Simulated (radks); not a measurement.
Coulomb parameter of the 3d shell of neutral vanadium in the model configuration [Ar] 3d1.5 4s2 4p1.5, as a second difference U = [E(n + 0.5) + E(n - 0.5) - 2 E(n)] / (0.5)^2 with all orbitals relaxed. "Bare": the charge of the atom changes with n. "Screened": the 4p shell takes up the change at fixed total charge, which measures U(3d,3d) + U(4p,4p) - 2 U(3d,4p). Method: Dirac Kohn-Sham, PBEsol, spin-unpolarised, spherical densities, finite nucleus; open shells are shared between the two j in proportion to 2j + 1; Fermi nuclear charge, rms radius 3.6002 fm; computed with a radial shooting solver on a logarithmic mesh with Libxc functionals.

[
 {"case": "start", "configuration": "[Ar] 3d1.5 4s2 4p1.5", "E - E(n) (eV)": "0.000"},
 {"case": "bare +0.5", "configuration": "[Ar] 3d2 4s2 4p1.5", "E - E(n) (eV)": "-5.368"},
 {"case": "bare -0.5", "configuration": "[Ar] 3d1 4s2 4p1.5", "E - E(n) (eV)": "8.491"},
 {"case": "screened +0.5", "configuration": "[Ar] 3d2 4s2 4p1", "E - E(n) (eV)": "-4.645"},
 {"case": "screened -0.5", "configuration": "[Ar] 3d1 4s2 4p2", "E - E(n) (eV)": "5.961"}
]

U(bare) = 12.492 eV, U(screened by 4p) = 5.263 eV, against the Slater integral F0(3d,3d) = 20.851 eV with frozen orbitals. The step up makes a negative ion, whose loosely bound charge lowers the bare value.
